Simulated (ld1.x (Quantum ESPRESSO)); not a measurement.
Configuration tests for zinc (ultrasoft)

- Element: Zn (Z = 30)
- Generator: ld1.x (Quantum ESPRESSO) 7.5
- Type: ultrasoft
- Functional: PBE
- Relativity: scalar-relativistic
- Frozen core: [Ne]
- Valence charge: 20
- Reference configuration: 3s2 3p6 3d10 4s2 4p0
- Partial waves: 3s (bound): rcut 0.90, rcutus 1.10 bohr; 4s (bound): rcut 0.90, rcutus 1.10 bohr; 3p (bound): rcut 1.20, rcutus 1.45 bohr; 4p (bound, empty): rcut 1.20, rcutus 1.45 bohr; 3d (bound): rcut 1.00, rcutus 1.30 bohr; 3d channel at 0.95 Ry: rcut 1.00, rcutus 1.30 bohr
- Local potential: all-electron potential smoothed inside 1.05 bohr (lloc = -2)
- Core correction: a·sin(br)/r model core inside 1.00 bohr
- Augmentation charge: PSQ, inside the norm-conserving radii

Energies are relative to the spin-unpolarised reference configuration 3s2 3p6 3d10 4s2 4p0; without spin polarisation the order of configurations can differ from experiment. Not all tests gave a result: test run stopped at test 4 of 7 (negative rho).

| valence configuration | charge | ΔE all-electron (eV) | error AE − PS (meV) |
| --- | --- | --- | --- |
| 3s2 3p6 3d10 4s1 4p0 | +1 | 9.888 | -0.4 |
| 3s2 3p6 3d10 4s0 4p0 | +2 | 28.331 | -0.6 |
| 3s2 3p6 3d9 4s0 4p0 | +3 | 68.865 | -4.6 |

Levels in the configuration 3s2 3p6 3d10 4s0 4p0:

```json
{"level": "3s", "all-electron (eV)": "-150.113", "pseudo (eV)": "-150.099"}
{"level": "3p", "all-electron (eV)": "-104.308", "pseudo (eV)": "-104.279"}
{"level": "3d", "all-electron (eV)": "-30.856", "pseudo (eV)": "-30.860"}
```
